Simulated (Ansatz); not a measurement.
Born–Oppenheimer molecular dynamics of C3H11NO3Si (19 atoms, charge 0, multiplicity 1). It goes on from the last frame of an earlier run, with new velocities.

The calculation used RKS B3LYP/STO-3G in Ansatz.

```
ensemble                      : NVE (velocity Verlet)
time step                     : 0.5 fs
steps asked                   : 145
starting velocities drawn for : 700 K
seed                          : 902435
```

Frames 0.5 fs apart, positions in Å.

Velocities at 5 fs (Å/ps):

```
Si -1.61 -3.67 -5.01
N 4.98 -3.96 -7.15
H 26.00 32.05 -13.59
H 19.70 -5.40 0.92
O 1.65 3.92 1.71
C -3.85 2.49 8.10
H 20.69 10.05 1.20
H 20.34 3.23 19.38
H 8.26 -23.65 -3.45
O 0.85 -4.94 3.00
C -4.94 2.65 -2.84
H -5.18 1.69 -26.72
H -15.05 -29.49 3.31
H 19.90 19.95 29.78
O -0.63 5.64 4.20
C -7.79 3.42 1.78
H 28.99 -25.99 -23.21
H 29.70 -16.12 7.16
H -9.48 15.53 18.69
```

```xyz
19
Properties=species:S:1:pos:R:3 time_fs=5 energy_less_start_eV=0.590 T=433
Si -0.042 -0.106 -0.226
N 0.138 -0.314 1.495
H -0.796 -0.270 1.959
H 0.875 0.259 2.009
O 1.555 0.072 -0.799
C 2.546 -0.967 -0.414
H 2.338 -1.986 -0.810
H 3.504 -0.507 -0.771
H 2.652 -1.276 0.658
O -0.719 1.313 -0.793
C -2.181 1.404 -0.699
H -2.650 1.096 0.286
H -2.512 2.418 -1.044
H -2.647 0.753 -1.490
O -0.960 -1.315 -0.902
C -1.646 -2.222 0.042
H -0.899 -3.064 0.260
H -1.831 -1.838 1.072
H -2.551 -2.776 -0.326
19
Properties=species:S:1:pos:R:3 time_fs=5.5 energy_less_start_eV=0.657 T=403
Si -0.043 -0.108 -0.229
N 0.141 -0.316 1.492
H -0.782 -0.254 1.953
H 0.883 0.256 2.009
O 1.556 0.074 -0.799
C 2.544 -0.966 -0.410
H 2.349 -1.980 -0.811
H 3.514 -0.507 -0.762
H 2.656 -1.286 0.657
O -0.718 1.311 -0.791
C -2.184 1.405 -0.701
H -2.652 1.098 0.272
H -2.519 2.403 -1.041
H -2.636 0.763 -1.475
O -0.960 -1.312 -0.900
C -1.650 -2.220 0.043
H -0.886 -3.076 0.248
H -1.817 -1.846 1.075
H -2.555 -2.767 -0.318
19
Properties=species:S:1:pos:R:3 time_fs=6 energy_less_start_eV=0.739 T=366
Si -0.044 -0.109 -0.231
N 0.143 -0.318 1.488
H -0.769 -0.237 1.950
H 0.889 0.252 2.007
O 1.557 0.076 -0.798
C 2.542 -0.965 -0.406
H 2.359 -1.975 -0.815
H 3.522 -0.509 -0.751
H 2.660 -1.293 0.656
O -0.718 1.309 -0.790
C -2.186 1.406 -0.703
H -2.653 1.101 0.258
H -2.526 2.389 -1.036
H -2.627 0.771 -1.460
O -0.961 -1.309 -0.898
C -1.653 -2.219 0.044
H -0.875 -3.087 0.236
H -1.804 -1.852 1.077
H -2.559 -2.756 -0.310
19
Properties=species:S:1:pos:R:3 time_fs=6.5 energy_less_start_eV=0.817 T=331
Si -0.044 -0.111 -0.234
N 0.146 -0.320 1.484
H -0.756 -0.219 1.949
H 0.891 0.246 2.004
O 1.558 0.077 -0.797
C 2.540 -0.963 -0.402
H 2.370 -1.969 -0.822
H 3.530 -0.513 -0.740
H 2.662 -1.297 0.656
O -0.718 1.307 -0.788
C -2.189 1.407 -0.704
H -2.654 1.105 0.244
H -2.532 2.378 -1.031
H -2.619 0.776 -1.446
O -0.962 -1.307 -0.896
C -1.655 -2.219 0.045
H -0.868 -3.094 0.223
H -1.792 -1.858 1.079
H -2.564 -2.742 -0.303
19
Properties=species:S:1:pos:R:3 time_fs=7 energy_less_start_eV=0.862 T=311
Si -0.044 -0.113 -0.236
N 0.149 -0.322 1.481
H -0.746 -0.201 1.951
H 0.891 0.239 1.998
O 1.559 0.079 -0.796
C 2.538 -0.962 -0.398
H 2.381 -1.963 -0.833
H 3.535 -0.520 -0.729
H 2.664 -1.298 0.658
O -0.718 1.306 -0.787
C -2.191 1.408 -0.706
H -2.655 1.110 0.232
H -2.537 2.370 -1.024
H -2.613 0.778 -1.435
O -0.964 -1.305 -0.894
C -1.657 -2.219 0.047
H -0.866 -3.099 0.209
H -1.782 -1.862 1.081
H -2.569 -2.727 -0.298
19
Properties=species:S:1:pos:R:3 time_fs=7.5 energy_less_start_eV=0.855 T=315
Si -0.044 -0.115 -0.238
N 0.152 -0.324 1.477
H -0.737 -0.181 1.956
H 0.889 0.231 1.991
O 1.560 0.080 -0.795
C 2.536 -0.960 -0.394
H 2.391 -1.957 -0.846
H 3.538 -0.528 -0.717
H 2.665 -1.296 0.661
O -0.718 1.304 -0.785
C -2.192 1.409 -0.708
H -2.657 1.115 0.222
H -2.543 2.366 -1.016
H -2.610 0.775 -1.429
O -0.965 -1.304 -0.892
C -1.657 -2.219 0.048
H -0.867 -3.100 0.194
H -1.773 -1.864 1.083
H -2.575 -2.711 -0.295
19
Properties=species:S:1:pos:R:3 time_fs=8 energy_less_start_eV=0.789 T=345
Si -0.044 -0.116 -0.240
N 0.155 -0.325 1.474
H -0.731 -0.162 1.964
H 0.885 0.222 1.983
O 1.561 0.082 -0.794
C 2.535 -0.958 -0.390
H 2.401 -1.951 -0.863
H 3.539 -0.539 -0.704
H 2.665 -1.291 0.665
O -0.718 1.303 -0.784
C -2.193 1.409 -0.710
H -2.659 1.120 0.215
H -2.549 2.368 -1.009
H -2.610 0.767 -1.427
O -0.968 -1.302 -0.891
C -1.657 -2.220 0.050
H -0.874 -3.098 0.180
H -1.766 -1.865 1.086
H -2.582 -2.693 -0.293
19
Properties=species:S:1:pos:R:3 time_fs=8.5 energy_less_start_eV=0.681 T=393
Si -0.044 -0.118 -0.241
N 0.158 -0.327 1.470
H -0.726 -0.142 1.974
H 0.882 0.214 1.974
O 1.562 0.083 -0.793
C 2.533 -0.956 -0.386
H 2.411 -1.945 -0.881
H 3.538 -0.550 -0.691
H 2.663 -1.284 0.670
O -0.718 1.302 -0.782
C -2.194 1.409 -0.711
H -2.662 1.125 0.213
H -2.555 2.373 -1.002
H -2.612 0.754 -1.431
O -0.970 -1.301 -0.889
C -1.656 -2.221 0.051
H -0.884 -3.093 0.165
H -1.759 -1.866 1.089
H -2.590 -2.674 -0.293
19
Properties=species:S:1:pos:R:3 time_fs=9 energy_less_start_eV=0.564 T=445
Si -0.043 -0.119 -0.243
N 0.161 -0.329 1.467
H -0.722 -0.122 1.986
H 0.879 0.206 1.964
O 1.563 0.084 -0.792
C 2.532 -0.954 -0.382
H 2.420 -1.938 -0.901
H 3.536 -0.563 -0.678
H 2.659 -1.274 0.676
O -0.719 1.302 -0.781
C -2.194 1.409 -0.713
H -2.665 1.131 0.214
H -2.560 2.384 -0.994
H -2.617 0.738 -1.437
O -0.973 -1.300 -0.887
C -1.654 -2.223 0.053
H -0.899 -3.086 0.150
H -1.754 -1.865 1.092
H -2.599 -2.654 -0.295
19
Properties=species:S:1:pos:R:3 time_fs=9.5 energy_less_start_eV=0.472 T=486
Si -0.043 -0.121 -0.245
N 0.164 -0.332 1.463
H -0.717 -0.102 1.998
H 0.879 0.200 1.954
O 1.565 0.085 -0.791
C 2.531 -0.953 -0.379
H 2.428 -1.931 -0.922
H 3.534 -0.576 -0.665
H 2.654 -1.263 0.683
O -0.719 1.302 -0.779
C -2.194 1.409 -0.715
H -2.669 1.135 0.219
H -2.565 2.397 -0.987
H -2.624 0.719 -1.447
O -0.976 -1.300 -0.886
C -1.651 -2.225 0.055
H -0.916 -3.078 0.135
H -1.749 -1.863 1.095
H -2.610 -2.634 -0.298
19
Properties=species:S:1:pos:R:3 time_fs=10 energy_less_start_eV=0.429 T=506
Si -0.042 -0.122 -0.246
N 0.167 -0.334 1.460
H -0.713 -0.084 2.010
H 0.881 0.195 1.944
O 1.566 0.086 -0.790
C 2.530 -0.951 -0.375
H 2.436 -1.922 -0.943
H 3.531 -0.588 -0.652
H 2.647 -1.250 0.691
O -0.720 1.302 -0.778
C -2.194 1.409 -0.717
H -2.673 1.140 0.228
H -2.569 2.413 -0.981
H -2.632 0.700 -1.458
O -0.980 -1.299 -0.884
C -1.648 -2.227 0.056
H -0.936 -3.071 0.121
H -1.746 -1.860 1.098
H -2.622 -2.612 -0.302
19
Properties=species:S:1:pos:R:3 time_fs=10.5 energy_less_start_eV=0.438 T=502
Si -0.041 -0.124 -0.248
N 0.168 -0.336 1.457
H -0.706 -0.066 2.020
H 0.887 0.193 1.936
O 1.567 0.087 -0.789
C 2.529 -0.949 -0.372
H 2.442 -1.913 -0.963
H 3.528 -0.599 -0.640
H 2.639 -1.236 0.700
O -0.721 1.303 -0.776
C -2.193 1.408 -0.720
H -2.678 1.144 0.238
H -2.572 2.429 -0.974
H -2.640 0.680 -1.469
O -0.983 -1.299 -0.883
C -1.645 -2.229 0.058
H -0.957 -3.065 0.107
H -1.743 -1.857 1.101
H -2.633 -2.590 -0.307
```

Of the whole run (72 fs, mean temperature of the second half 445 K): The conserved energy stayed within 0.47 meV per atom of its start (net change 0.27 meV per atom), so the integration is sound. A run of 0.072 ps of so small a system gives no equilibrium averages. Limits of this set-up: minimal basis.

The run took 16 min on 1 thread of Arm Neoverse V1 (shared host), peak memory 0.16 GiB.
